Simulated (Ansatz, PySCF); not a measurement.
System: GaF (charge +1, doublet). 
Coordinates optimised at B3LYP-D3(BJ)/def2-TZVP (Ansatz, a first-principles code):
```xyz
2

Ga     0.0000     0.0000    -0.3878
F      0.0000     0.0000     1.3358
```
Charge +1, spin multiplicity 2.

Total electronic energies in hartree. Cores are frozen in the correlated levels unless marked. Open shells are spin-unrestricted. Spin-orbit coupling is left out. The frozen core is the preceding noble-gas configuration, with the filled d and f shells of earlier blocks. No relativistic terms. CBS(X,Y): correlation extrapolated as X^-3; Hartree-Fock from the larger set (for Q and 5 zeta extrapolated as (X+1)exp(-9√X)).

```json
[
 {"level": "HF/def2-TZVPP", "program": "Ansatz", "energy (Eh)": "-2022.45073"},
 {"level": "PBE-D4/def2-TZVPD", "program": "Ansatz + dftd4", "energy (Eh)": "…"},
 {"level": "M06-L/def2-TZVPD", "program": "PySCF", "energy (Eh)": "-2024.34725"},
 {"level": "B2GP-PLYP-D4/def2-TZVPD", "program": "Ansatz + dftd4", "energy (Eh)": "-2023.79534"},
 {"level": "SCS-MP2/cc-pV5Z", "program": "Ansatz", "energy (Eh)": "-2022.81584"},
 {"level": "CCSD/def2-TZVPPD", "program": "Ansatz", "energy (Eh)": "-2022.73826"},
 {"level": "CCSD/CBS(cc-pVTZ,cc-pVQZ)", "program": "Ansatz", "energy (Eh)": "-2022.8218"},
 {"level": "CCSD(T)/cc-pV5Z", "program": "Ansatz", "energy (Eh)": "-2022.82786"},
 {"level": "CCSD(T)/CBS(cc-pVQZ,cc-pV5Z)", "program": "Ansatz", "energy (Eh)": "-2022.8381"}
]
```

Complete the blanks.


- PBE-D4/def2-TZVPD, energy (Eh): -2024.03513
